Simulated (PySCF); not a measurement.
C8H11BO.
Atom-mapped SMILES: `[CH3:1][CH2:2][O:3][BH:4][c:5]1[cH:6][cH:7][cH:8][cH:9][cH:10]1` (hydrogens: H11, H12, H13 on C1; H14, H15 on C2; H16 on B4; H17 on C6; H18 on C7; H19 on C8; H20 on C9; H21 on C10)

Torsions of this conformer, `[CH3:1][CH2:2][O:3][BH:4][c:5]1[cH:6][cH:7][cH:8][cH:9][cH:10]1`: C1–C2–O3–B4 -107°, C2–O3–B4–C5 177°, O3–B4–C5–C6 180°.

The closed-shell ground state was solved at several levels (PySCF, density fitting, gas phase, non-relativistic). The structure is a single PBE0-D3(BJ)/def2-SVP conformer in the gas phase; no vibrational or solvent corrections.

```json
{"level": "CAM-B3LYP/pcSseg-1", "basis functions": "225", "total energy (Eh)": "-411.3311", "HOMO (eV)": "-8.40", "LUMO (eV)": "-0.02", "gap (eV)": "8.38", "dipole (D)": "1.06"}
{"level": "PBE0/pcSseg-1", "basis functions": "225", "total energy (Eh)": "-411.0536", "HOMO (eV)": "-7.23", "LUMO (eV)": "-1.12", "gap (eV)": "6.11", "dipole (D)": "0.99"}
```

Estimate the row for CAM-B3LYP/def2-SVPD, a basis of 291 functions; the other rows only guide the guess.

Total energy -411.0928 Eh, HOMO -8.42 eV, LUMO -0.10 eV, gap 8.32 eV, dipole 0.96 D.

Over all these levels, which gives the widest orbital gap and which the narrowest?

CAM-B3LYP/pcSseg-1 (range-separated hybrid) has the widest, 8.38 eV, and PBE0/pcSseg-1 (global hybrid, 25 % exact exchange) the narrowest, 6.11 eV. The two share the basis. From the narrowest to the widest the HOMO moves by -1.17 eV and the LUMO by +1.10 eV.

How far do the dipole and the HOMO energy spread over the levels?

The dipole runs from 0.96 to 1.06 D (mean 1.00 D) and the HOMO from -8.42 to -7.23 eV.
